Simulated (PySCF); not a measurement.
**Broadened absorption spectrum of C4H5NO2**

C₄H₅NO₂.
Z-matrix (Å and degrees, GFN2-xTB geometry), rows numbered from 1:
```
C 
N   1  1.2475
C   2  1.3407  1  134.03
C   3  1.3498  2  126.34  1   -74.35
C   4  1.4529  3  123.81  2    10.25
O   5  1.2115  4  127.42  3     3.59
O   5  1.3515  4  111.35  3  -177.26
H   1  1.0893  2  124.35  3    -5.87
H   1  1.0811  2  118.20  3   175.25
H   3  1.0850  2  113.27  1   116.95
H   4  1.0770  3  120.40  2  -168.13
H   7  0.9690  5  109.44  4  -179.43
```

Computed with TDDFT CAM-B3LYP/def2-SVPD, vertical, gas phase, core orbitals frozen in the response in PySCF.

Computed states:

```json
{"state": "S1", "E (eV)": "4.26", "f": "0.053"}
{"state": "S2", "E (eV)": "4.97", "f": "0.018"}
{"state": "S3", "E (eV)": "5.27", "f": "0.228"}
{"state": "S4", "E (eV)": "6.61", "f": "0.011"}
{"state": "S5", "E (eV)": "6.70", "f": "0.027"}
{"state": "S6", "E (eV)": "6.86", "f": "0.015"}
{"state": "S7", "E (eV)": "7.12", "f": "0.013"}
{"state": "S8", "E (eV)": "7.22", "f": "0.020"}
```

Each state is given a Gaussian of 0.5 eV full width at half maximum, with ε(max) = 2.175×10⁸ f / Δν̃ (Δν̃ the width in cm⁻¹). The cross-section is σ = 3.8235×10⁻²¹ ε cm², given in Mb (10⁻¹⁸ cm²). The width is an assumption, not a result. The curve ends short of the highest state used, and states not computed would add to its high-energy end.

(1) Give the broadened spectrum and its maxima.

(2) Does any computed singlet lie in the visible range?

(3) On this curve, what absorbance would a 10⁻³ mol/L sample give at 248 nm over a 1 cm path?

(4) Coming from long wavelengths, where does ε first pass 100 L mol⁻¹ cm⁻¹?

Answers

(1) 
(λ (nm), σ (Mb)): (187.3, 9.51), (190.3, 6.95), (193.3, 4.24), (196.3, 2.17), (199.3, 0.95), (202.3, 0.37), (205.4, 0.18), (208.4, 0.31), (211.4, 0.93), (214.4, 2.53), (217.4, 5.86), (220.4, 11.57), (223.4, 19.76), (226.5, 29.83), (229.5, 39.17), (232.5, 45.91), (235.5, 48.51), (238.5, 46.64), (241.5, 41.21), (244.5, 33.78), (247.6, 25.71), (250.6, 18.70), (253.6, 13.06), (256.6, 8.94), (259.6, 6.19), (262.6, 4.59), (265.6, 3.94), (268.7, 4.06), (271.7, 4.75), (274.7, 5.85), (277.7, 7.16), (280.7, 8.49), (283.7, 9.65), (286.7, 10.48), (289.8, 10.89), (292.8, 10.83), (295.8, 10.33), (298.8, 9.48), (301.8, 8.40), (304.8, 7.18), (307.8, 5.95), (310.9, 4.75), (313.9, 3.71), (316.9, 2.82), (319.9, 2.09), (322.9, 1.51), (325.9, 1.07), (328.9, 0.74), (332.0, 0.50), (335.0, 0.33), (338.0, 0.22), (341.0, 0.14), (344.0, 0.09), (347.0, 0.06), (350.0, 0.04), (353.1, 0.02)

Maxima: 291 nm (4.26 eV), ε about 2900, made up of S1 (100%); 236 nm (5.26 eV), ε about 13000, made up of S3 (97%) (ε in L mol⁻¹ cm⁻¹; maxima over ε = 5, shares over 10%). At its high-energy end, 6.62 eV, the curve is still rising (ε about 2500, from S4, S5 and S6).

(2) No computed singlet lies in the visible range (380 to 750 nm); the lowest, at 291 nm, stands 1.00 eV above its violet end (3.26 eV); a Tamm–Dancoff triplet lies at 392 nm, without intensity as long as spin–orbit coupling is left out.

(3) 248 nm is 4.999 eV, where ε is about 6500 L mol⁻¹ cm⁻¹, so A = ε c l ≈ 6.5 (Beer–Lambert, with the gas-phase spectrum and the assumed width).

(4) At about 334 nm (3.71 eV), 0.55 eV below S1.

The run took 50 s of wall time on an Arm Neoverse N1 with one thread, no GPU, shared host with 64 logical CPUs at a one-minute load of 57, and the process peaked at 0.82 GiB of memory.

One conformer stands for the species.
